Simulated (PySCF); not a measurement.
Spectrum to structure. Method: TDDFT PBE0/def2-SVPD, vertical, gas phase, core orbitals frozen in the response in PySCF. Geometries: PBE0-D3(BJ)/def2-SVP, one conformer each.

```csv
state,E (eV),f,"main configurations (H = HOMO, L = LUMO)"
S1,5.08,0.0013,H-1→L (98%)
S2,5.21,0.344,H→L (96%)
S3,5.46,0.0040,H-2→L (98%)
S4,6.51,0.011,H-3→L (90%)
S5,6.74,0.0088,H-4→L (89%)
S6,7.12,0.017,H→L+1 (96%)
```

Task: Which candidate is it? All have the formula C5H11B.
A. `CBC/C=C\C`
B. `C(/C=C/C)BC`
C. `B/C=C(/C)CC`

Result: C. Its S1, at 5.08 eV, is the highest among the candidates; the nearest of the others has S1 at 4.82 eV. S1 is HOMO-1→LUMO (98%). Löwdin shares by element: HOMO carbon 71% or more, boron 10% (atoms not listed hold the other 19%); LUMO carbon 39% or more, boron 35%, hydrogen 6% or more (atoms not listed hold the other 20%). At the same level the other candidates give, for their lowest levels:
- `CBC/C=C\C`: 4.73 eV (f 0.006); 6.11 eV (f 0.003); 6.31 eV (f 0.006); 6.75 eV (f 0.005); 6.81 eV (f 0.027); HOMO -6.71, LUMO -0.75 eV
- `CBC/C=C/C`: 4.82 eV (f 0.001); 6.23 eV (f 0.005); 6.38 eV (f 0.013); 6.81 eV (f 0.010); 6.85 eV (f 0.016); HOMO -6.68, LUMO -0.65 eV

Shape of the structure used: `[BH2:1]/[CH:2]=[C:3](/[CH3:4])[CH2:5][CH3:6]`: C2–C3–C5–C6 -97°.
